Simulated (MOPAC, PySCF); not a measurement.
[Zn(F)(OH)], neutral singlet in the gas phase. 

Cartesian coordinates (Å):
```xyz
4

Zn    -0.0262    -0.0529     0.0399
F      0.3329     1.4874     0.7769
O     -0.2662    -1.5989    -0.7973
H     -1.0584    -2.0601    -0.4635
```
Charge 0, spin multiplicity 1.

All levels are single points at this geometry (PBE-D3(BJ)/def2-SVP); Pople sets use spherical d functions. Orbital energies aren't observables, and empty levels follow the basis.

```
level                                 HOMO (eV)  LUMO (eV)  gap (eV)  dipole (D)  vertical IE, Delta-SCF (eV)
------------------------------------  ---------  ---------  --------  ----------  ---------------------------
TPSSh-D3(BJ)/def2-TZVP in PySCF           -7.84      -1.92      5.92        2.03                            –
B3LYP/3-21G in PySCF                      -7.35      -1.38      5.97        2.07                            –
B3LYP/LANL2DZ in PySCF                    -8.23      -2.04      6.19        2.42                            –
BP86/6-31G* (LANL2DZ on Zn) in PySCF      -6.52      -2.23      4.29        1.89                            –
PM3 in MOPAC                             -12.60      -0.47     12.13        2.05                            –
PM7 in MOPAC                             -11.27       0.23     11.49        2.16                            –
```
